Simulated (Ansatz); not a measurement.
System (SMILES): [Ge][F] (F-Ge), doublet.
Atoms: Ge1, F2. Bonds: Ge1-F2.

How fast the highest harmonic wavenumber converges with the basis for several methods (Ansatz, a program for electronic structure): deviation from each method's own reference, in cm⁻¹. References: B3LYP 645 cm⁻¹, the value in def2-QZVPPD; CCSD(T) 659 cm⁻¹, the value in aug-cc-pVTZ; HF 707 cm⁻¹, the value in def2-QZVPPD; MP2 670 cm⁻¹, the value in def2-QZVPP; PBE 628 cm⁻¹, the value in def2-QZVPPD. Cartesian d functions, on some or all atoms, in 6-31G*; all else is spherical. In correlated methods cores are frozen (with 3d on Ga to Br). Open shells are unrestricted. No added dispersion term, no relativity. Each level at its own minimum, unscaled; the references are large sets that could be run, not limits.

```json
[
 {"basis": "cc-pVDZ", "functions": "41", "B3LYP": "28", "CCSD(T)": "24", "HF": "___", "MP2": "22", "PBE": "27"},
 {"basis": "def2-SVP", "functions": "46", "B3LYP": "33", "CCSD(T)": "28", "HF": "___", "MP2": "25", "PBE": "31"},
 {"basis": "6-31G*", "functions": "50", "B3LYP": "33", "CCSD(T)": "34", "HF": "___", "MP2": "32", "PBE": "31"},
 {"basis": "aug-cc-pVDZ", "functions": "59", "B3LYP": "-14", "CCSD(T)": "-15", "HF": "___", "MP2": "-26", "PBE": "-12"},
 {"basis": "6-311G**", "functions": "62", "B3LYP": "0", "CCSD(T)": "1", "HF": "___", "MP2": "-1", "PBE": "0"},
 {"basis": "cc-pVTZ", "functions": "73", "B3LYP": "9", "CCSD(T)": "20", "HF": "___", "MP2": "10", "PBE": "10"},
 {"basis": "pcseg-2", "functions": "73", "B3LYP": "0", "CCSD(T)": "14", "HF": "___", "MP2": "0", "PBE": "1"},
 {"basis": "def2-TZVPP", "functions": "79", "B3LYP": "4", "CCSD(T)": "19", "HF": "___", "MP2": "6", "PBE": "5"},
 {"basis": "def2-TZVPPD", "functions": "94", "B3LYP": "-2", "CCSD(T)": "6", "HF": "___", "MP2": "-7", "PBE": "-1"},
 {"basis": "aug-cc-pVTZ", "functions": "105", "B3LYP": "-6", "CCSD(T)": "0", "HF": "___", "MP2": "-13", "PBE": "-5"}
]
```

Task: Complete the blanks.

Result: 
- cc-pVDZ, HF: 0
- def2-SVP, HF: 4
- 6-31G*, HF: 14
- aug-cc-pVDZ, HF: -23
- 6-311G**, HF: -22
- cc-pVTZ, HF: 0
- pcseg-2, HF: -1
- def2-TZVPP, HF: 2
- def2-TZVPPD, HF: -3
- aug-cc-pVTZ, HF: -8

Mean absolute deviation over 6-311G**, cc-pVTZ, pcseg-2, def2-TZVPP, def2-TZVPPD: B3LYP 3, PBE 4, MP2 5, HF 5, CCSD(T) 12 cm⁻¹.
